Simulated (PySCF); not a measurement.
**Cost of response and excited-state runs on SMILES FC(F)=C(F)[C@@H]1O[C@H]1F, C4H2F4O**

Molfile (atoms numbered from 1):
```
C4H2F4O
     RDKit          3D

 11 11  0  0  0  0  0  0  0  0999 V2000
    1.2325   -1.2387    1.1671 F   0  0  0  0  0  0  0  0  0  0  0  0
    1.6710   -0.3185    0.3242 C   0  0  0  0  0  0  0  0  0  0  0  0
    2.9819   -0.3772    0.1976 F   0  0  0  0  0  0  0  0  0  0  0  0
    0.8713    0.5291   -0.3198 C   0  0  0  0  0  0  0  0  0  0  0  0
    1.4143    1.4101   -1.1762 F   0  0  0  0  0  0  0  0  0  0  0  0
   -0.6006    0.6443   -0.1920 C   0  0  2  0  0  0  0  0  0  0  0  0
   -1.2019    0.3505    1.0472 O   0  0  0  0  0  0  0  0  0  0  0  0
   -1.4850   -0.5115    0.0295 C   0  0  1  0  0  0  0  0  0  0  0  0
   -2.7324   -0.4528   -0.4768 F   0  0  0  0  0  0  0  0  0  0  0  0
   -1.0094    1.5044   -0.7163 H   0  0  0  0  0  0  0  0  0  0  0  0
   -1.1364   -1.5371    0.0895 H   0  0  0  0  0  0  0  0  0  0  0  0
  1  2  1  0
  2  3  1  0
  2  4  2  3
  4  5  1  0
  4  6  1  0
  6  7  1  0
  7  8  1  0
  8  9  1  0
  8  6  1  0
  6 10  1  6
  8 11  1  1
M  END
```

PySCF with density fitting, on 1 thread of an Arm Neoverse V2, shared host. Command: `OMP_NUM_THREADS=1 python excited_run.py task.json out`

(1) How long does this run take, and how much memory?
- circular dichroism and optical rotation, BHandHLYP/def2-SVPD; 16 states

## Answers

(1) 
| run | level | basis functions | wall time | peak memory (GiB) |
| --- | --- | --- | --- | --- |
| circular dichroism and optical rotation | BHandHLYP/def2-SVPD | 211 | 68 s | 0.91 |

Times from a shared host are rough.
